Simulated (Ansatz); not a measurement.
Molecule: C$_{3}$H$_{7}$S, charge -1, multiplicity 1. It need not be the lowest isomer of its formula. Whether it binds its extra electron was not tested at this geometry. 
Coordinates optimised at B3LYP-D3(BJ)/def2-TZVP (Ansatz, an electronic-structure program):
```xyz
11

C     -2.3781     0.1234    -0.2960
C     -1.0102     0.2447     0.3850
C      0.0966    -0.2603    -0.5177
S      1.7229    -0.0911     0.2080
H     -2.5852    -0.9211    -0.5536
H     -3.1969     0.4747     0.3471
H     -2.3852     0.6914    -1.2308
H     -0.8313     1.3013     0.6234
H     -1.1022    -0.2554     1.3813
H     -0.0380    -1.3259    -0.7409
H      2.3228     0.8460    -0.5825
```
Charge -1, spin multiplicity 1.

Basis-set convergence of Hartree-Fock and MP2 correlation energies (hartree) with Ansatz. Cores are frozen in the correlated levels unless marked. No spin-orbit coupling. Non-relativistic. This anion needs diffuse functions, which these sets lack.

| basis | functions | E(HF) | E(corr, MP2) |
|---|---|---|---|
| cc-pV(D+d)Z | 100 | -515.13284 | -0.58023 |
| cc-pV(T+d)Z | 227 | ___ | ___ |

**Question.** What belongs in the gaps?

**Answer.** 
- cc-pV(T+d)Z, E(HF): -515.18786
- cc-pV(T+d)Z, E(corr, MP2): -0.72585
